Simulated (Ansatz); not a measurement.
Program: Ansatz. Geometries: PBE0-D4/def2-TZVP. ΔE: electronic, gas phase. CCSD(T)/CBS is the MP2 limit (def2-TZVPP, def2-QZVPP) plus CCSD(T) − MP2 in def2-TZVPP, frozen cores. This one scheme is used for every species. Functionals use def2-TZVPP. B3LYP here is the variant with VWN-RPA as its local correlation; programs differ in this. Elements past krypton have def2 core potentials. For Sn outer-core shells are correlated without core-valence functions, which leaves a few kJ/mol of doubt a bond. One conformer a species, not always the lowest.

Consider the cleavage of the Sn–Al bond: `O[SiH2][AlH][SnH3]` + `OBO` → `OB[O][SnH3]` + `O[SiH2][AlH2]`.

CCSD(T)/CBS gives +18.9 kJ/mol.

**Question.** Another level gave +9.8 kJ/mol. Which?
A. PBE0/def2-TZVPP
B. B3LYP-D4/def2-TZVPP
C. r2SCAN-D4/def2-TZVPP
D. SCS-MP2/def2-TZVPP

**Answer.** D. SCS-MP2/def2-TZVPP 9.8, B3LYP-D4 19.6, PBE0 35.4, r2SCAN-D4 24.7 kJ/mol.

Largest T1 diagnostic among the species: 0.014.

In def2-TZVPP, CCSD(T) changes the Hartree–Fock value by +14.2 kJ/mol (the triples alone add +0.6 kJ/mol) and MP2 by +13.8 kJ/mol.

CCSD(T)/CBS has its own doubt, a few kJ/mol and more with outer-core shells, so smaller differences from it don't rank the levels.
